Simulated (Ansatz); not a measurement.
Sn₄O₅. The state is a singlet with charge 0. Geometry PBE-D4/def2-SVP, basis def2-TZVP, Ansatz.

```xyz
9

Sn   -1.3980    0.0490    2.1250
Sn    1.7502    1.1178   -0.3470
Sn   -1.9499    1.1042   -1.4747
Sn    0.6395   -1.7314   -1.0117
O    -0.0293    0.3542   -1.4670
O     0.1896   -1.1684    1.1312
O     0.7259    0.2097    1.4522
O     2.4035   -0.7307   -0.8818
O    -2.3315    0.7956    0.4738
```

| run | HOMO (eV) | LUMO (eV) |
| --- | --- | --- |
| A | -5.65 | -3.10 |
| B | -6.44 | -2.48 |
| C | -5.37 | -3.15 |
| D | -6.05 | -2.84 |

In the def2 sets Sn takes a core potential; there is no spin–orbit coupling. HSE06 is defined as in plane-wave codes, on full-range PBE exchange. The structure holds one bond between oxygen atoms, so isomers without such links may lie far lower. Another isomer (singlet) lies 0.82 eV lower at PBE0-D4/def2-TZVP; other spin states weren't run for this one.

Task: The runs used HSE06, PBE, PBE0, r2SCAN. Estimate which is which.

Result: A r2SCAN (0 % exact exchange); B PBE0 (25 % exact exchange); C PBE (0 % exact exchange); D HSE06 (range-separated). Exact exchange lowers occupied and raises empty levels; among semilocal functionals meta-GGAs tend to open the gap a little, and such runs are hard to tell apart. The gap grows from 2.22 eV (PBE) to 3.95 eV (PBE0).
